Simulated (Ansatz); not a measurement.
The cation of `[F][GaH][SH]` at the neutral geometry.

```yaml
crystal:
  periodic: [false, false, false]
  atoms:
    - {symbol: F, position_ang: [-1.366219, 0.172983, 1.096359]}
    - {symbol: Ga, position_ang: [-0.381668, -0.506888, -0.188462]}
    - {symbol: S, position_ang: [1.494879, 0.566140, -0.490507]}
    - {symbol: H, position_ang: [-0.908579, -1.744626, -0.951462]}
    - {symbol: H, position_ang: [1.211489, 1.438792, 0.492671]}
basis:
  gaussian: {orbitals: def2-TZVPP}
total_charge: 1
magnetization: {spin_polarized: true, initial_magnetization: 1}
hamiltonian: {xc: {name: B3LYP}, dispersion: d4}
```

```sh
$ ansatz run in.yaml --threads 2 --pin off --events-out ev --progress --plain --max-ram 32768MiB --backend cpu
```

Shortened log:

```
Functional definition: B3LYP
973 factors; their error is unknown
mean field evaluation 1: about -65947.0691 eV, gradient 6.2e1 eV
mean field evaluation 2: about -65713.8975 eV, gradient 1.8e2 eV
mean field evaluation 4: about -65957.0762 eV, gradient 1.7e1 eV
mean field evaluation 8: about -65957.8438 eV, gradient 1.2e-1 eV
mean field evaluation 16: about -65958.0065 eV, gradient 6.8e-4 eV
mean field -65958.00645712 eV, -2423.9120293566 hartree, gradient 9.6e-6 eV, S^2 0.754430; 3 other end points of the search recorded, 0 dependent functions left out
reference -65958.00668263 eV, -2423.9120376439 hartree; 29, 28 occupied and 120, 121 virtual orbitals, 973 factors
Total energy: -65958.13636869 eV, -2423.9168035187 hartree
```

Hardware: 2 threads of a server CPU on a shared host. Wall time 13 s, peak host memory 0.47 GiB.
